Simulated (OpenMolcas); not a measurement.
**Co2+: from CASSCF to CASPT2**

```yaml
Program: OpenMolcas
Basis: ANO-L-VTZP [6s5p3d2f1g]
Scalar_Hamiltonian: non-relativistic, point nucleus
Active_space: 7 electrons in 6 orbitals (3d 4s)
State_averaging: 2S+1 = 4 even, 50 roots; 2S+1 = 6 even, 5 roots kept (CI in the orbitals of an earlier block); 2S+1 = 2 even, 103 roots kept (CI in the orbitals of an earlier block)
Spin-orbit_coupling: RASSI with atomic mean-field integrals over the reference wave functions, term energies averaged over their components
```

Methods on the same reference wave functions:
A. CASSCF
B. SS-CASPT2, IPEA 0.25 Eh, imaginary shift 0.1 Eh (closed shells correlated: 3s 3p)
C. MS-CASPT2, IPEA 0.25 Eh, imaginary shift 0.1 Eh (closed shells correlated: 3s 3p)

Energies in cm⁻¹ above 3d⁷ ⁴F_9/2, the measured ground level; measured values from Sugar and Corliss, J. Phys. Chem. Ref. Data 10, 1097 (1981).

| Level | A | B | C | Measured |
| --- | --- | --- | --- | --- |
| 3d⁷ ⁴F_9/2 | 0.0 | 0.0 | 0.0 | 0.0 |
| 3d⁷ ⁴F_7/2 | 917 | 923 | 923 | 841 |
| 3d⁷ ⁴F_5/2 | 1593 | 1594 | 1594 | 1451 |
| 3d⁷ ⁴F_3/2 | 2059 | 2050 | 2050 | 1867 |
| 3d⁷ ⁴P_5/2 | 20361 | 15570 | 15570 | 15202 |
| 3d⁷ ²G_9/2 | 20419 | 16830 | 16830 | 16978 |
| 3d⁷ ⁴P_3/2 | 20678 | 15750 | 15750 | 15428 |
| 3d⁷ ⁴P_1/2 | 21102 | 16270 | 16270 | 15811 |
| 3d⁷ ²G_7/2 | 21298 | 17700 | 17700 | 17766 |
| 3d⁷ ²P_3/2 | 27004 | 19680 | 19680 | 20195 |
| 3d⁷ ²H_11/2 | 27143 | 23090 | 23090 | 22720 |
| 3d⁷ ²H_9/2 | 27918 | 23870 | 23870 | 23434 |
| 3d⁷ ²P_1/2 | 27926 | 20410 | 20410 |  |
| 3d⁷ ²D_5/2(1) | 29407 | 22990 | 22990 | 23059 |
| 3d⁶ 4s ⁶D_9/2 | 30378 | 46500 | 46500 | 46438 |
| 3d⁷ ²D_3/2(1) | 30772 | 24260 | 24260 | 24237 |
| 3d⁶ 4s ⁶D_7/2 | 30923 | 47040 | 47040 | 47003 |
| 3d⁶ 4s ⁶D_5/2 | 31331 | 47450 | 47450 | 47415 |
| 3d⁶ 4s ⁶D_3/2 | 31615 | 47730 | 47730 | 47699 |
| 3d⁶ 4s ⁶D_1/2 | 31783 | 47900 | 47900 | 47865 |
| 3d⁶ 4s ⁴D_7/2(1) | 41776 | 55490 | 55490 |  |
| 3d⁶ 4s ⁴D_5/2(1) | 42412 | 56130 | 56130 | 56374 |
| 3d⁶ 4s ⁴D_3/2(1) | 42840 | 56550 | 56550 | 56795 |
| 3d⁶ 4s ⁴D_1/2(1) | 43089 | 56800 | 56800 | 57037 |

Deviations, from unrounded energies. A percentage is the sum of absolute deviations over the sum of measured energies, with the sign that they share, or ± where signs differ.

```tsv
Against measurement	Levels	A	B	C
mean absolute deviation (cm-1)	21	8300	190	190
fine structure of the ground term (%)	3	+9.8	+9.8	+9.8
other terms of the ground configuration (%)	10	+26.3	±1.4	±1.4
other configurations (%)	8	-30.1	±0.2	±0.2
```

B, C lie about equally close to measurement and A furthest from it. The largest miss of B in the table is 3d⁷ ²P_3/2, by -510 cm-1. The ranking rests on the paired levels alone, and a cruder setting can come out closer through cancelling errors.

Between B and C no level of the table moves by more than 5 cm-1.

The two smallest mean deviations differ by little beside CASPT2's spread within terms, so their order carries little weight.

From A to B the spin-free energies of the other terms of 3d⁷ shown, above ⁴F, scale by factors of 0.71 to 0.85, as is usual when dynamic correlation screens the repulsion within a d or f shell.

The lowest spin-free term lies below A's lowest term by 0.536 hartree in B, 0.536 hartree in C.

CASPT2 does not keep the components of a term degenerate, so their means are used; among the terms shown or strongly mixed into the levels shown the widest spread is 1800 cm-1 (3d⁷ ⁴F, C). Terms from blocks run as CI alone lack orbitals of their own. A single d shell beside an s shell can misplace configurations of different d count against each other. Without dynamic correlation excited terms often stand tens of per cent too high (terms of higher spin than the ground term too low), and those without a measured partner can miss by more than the paired ones (holds for A). Some levels mix across a computed gap that differs much from the measured one, so their mixing is not that of the real levels (holds for A). The CASPT2 spread within a term exceeds the gap to the next term for 3d⁷ ²D(1) and 3d⁷ ²H, so the order of their levels is uncertain (holds for B; C). Blocks of more than 70 roots (2S+1 = 2 even) ran without multistate coupling (holds for C). Measured partners are found by configuration, term and J. A level has none where our copy of the source lacks it or the pairing is in doubt (some pairs that miss far off the trend of their configuration count as doubtful), and it then counts in no deviation. Only configurations of the active space appear. The table leaves out levels that lie high or whose names do not pair safely across all columns.

A number in round brackets counts repeated terms of one configuration in the order of the reference energies.
